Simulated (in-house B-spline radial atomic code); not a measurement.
**OLYP excitations of I7+**

Method: OLYP. Computed with an all-electron radial atomic-structure program (B-spline basis): linear response of the closed shell [Kr] 4d10 with the functional's adiabatic kernel; scalar-relativistic (spin-free one-electron X2C), finite nucleus, no spin-orbit coupling, no double excitations, S, P, D and F terms only; shells from n = 2 respond. Only terms of natural parity with L up to 3 were computed.

Command:
```bash
python run_td.py task.json out
```
Settings (radii: box in bohr, nucleus in fm):
```
Z                        53
electrons                46
configuration            [Kr] 4d10
hamiltonian              x2c
method                   optx,lyp
box_radius               12.81
rms_radius               4.75
intervals                69
```

Time taken, with all properties: 3.4 s on 1 thread of Arm Neoverse N1 (shared host).

The lowest states, in the order of their Tamm-Dancoff energies; the method's threshold (minus the highest occupied level) is 140.33 eV. Labels give the largest channel, * marks a mixed state, and oscillator strengths are full-response dipole values. Semilocal kernels can invert the small singlet-triplet splittings of Rydberg terms. Energies in eV:

```csv
state,full response,Tamm-Dancoff,oscillator strength
4d → 5s 3D,44.55,44.58,-
4d → 5s 1D,45.51,45.53,-
4d → 5p 3P,58.92,58.96,-
4d → 5p 3F,59.07,59.10,-
4d → 5p 1F,59.79,59.80,-
4d → 5p 1P,60.97,61.05,0.896
4d → 4f 3P,75.08,75.14,-
4d → 4f 3F,?,?,-
4d → 4f 1F,78.82,78.89,-
4d → 5d 3S,79.73,79.77,-
4d → 5d 3D,80.10,80.11,-
4d → 5d 1D,80.84,80.86,-
4d → 5d 1S,85.96,86.54,-
4d → 6s 3D,90.53,90.54,-
4d → 6s 1D,90.83,90.84,-
4d → 4f 1P,89.90,91.12,5.73
4d → 6p 3P,97.05,97.06,-
4d → 6p 3F,97.17,97.18,-
4d → 6p 1F,97.40,97.40,-
4d → 6p 1P,97.77,97.80,0.337
4d → 5f 3P,?,?,-
4d → 5f 3F,102.44,102.45,-
```

Problem. Where does 4d → 4f 3F lie?

Solution. At 76.24 eV in full response, 76.27 eV in Tamm-Dancoff.

Problem. Where does 4d → 5f 3P lie?

Solution. At 102.15 eV in full response, 102.17 eV in Tamm-Dancoff.

Problem. How large is the singlet-triplet splitting of 4d → 5s (D terms) in Tamm-Dancoff?

Solution. 0.95 eV, from the unrounded values.

Problem. What polarisabilities and dispersion coefficient does the method give?

Solution. Dipole 1.048 bohr³, quadrupole 1.264 bohr⁵, C6 2.898 hartree·bohr⁶ for two such species.
